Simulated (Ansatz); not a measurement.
Mulliken charges of C2H5AlClN (`N/C(Cl)=[CH]/[AlH2]`) from r2SCAN/def2-TZVPP in Ansatz (PBE0-D4/def2-TZVP geometry).

```csv
atom,x (Å),y (Å),z (Å),charge (e)
N1,-0.005,-0.556,1.993,-0.278
C2,0.109,0.092,0.801,0.249
Cl3,0.686,1.718,1.036,-0.110
C4,-0.127,-0.404,-0.426,-0.425
Al5,0.107,0.446,-2.123,0.483
H6,-0.068,-0.007,2.832,0.177
H7,-0.500,-1.431,1.989,0.177
H8,-0.493,-1.432,-0.409,0.042
H9,-0.268,-0.407,-3.411,-0.165
H10,0.642,1.930,-2.279,-0.151
```

Task: By hand: the dipole of these point charges (1 e Å = 4.8032 D).

Result: Σ q r = (-0.115, -0.163, 0.430) e Å, of length 0.474 e Å = 2.28 D.

Task: How does the dipole of the full density compare? (Estimate.)

Result: Computed: (-0.219, -0.334, 0.652) e Å, 3.67 D; the point charges give 0.62 times that, at 7° from its direction.

Point charges leave out the atoms' own dipoles, such as those of lone pairs, and Mulliken's split depends on the basis, so the two needn't agree.
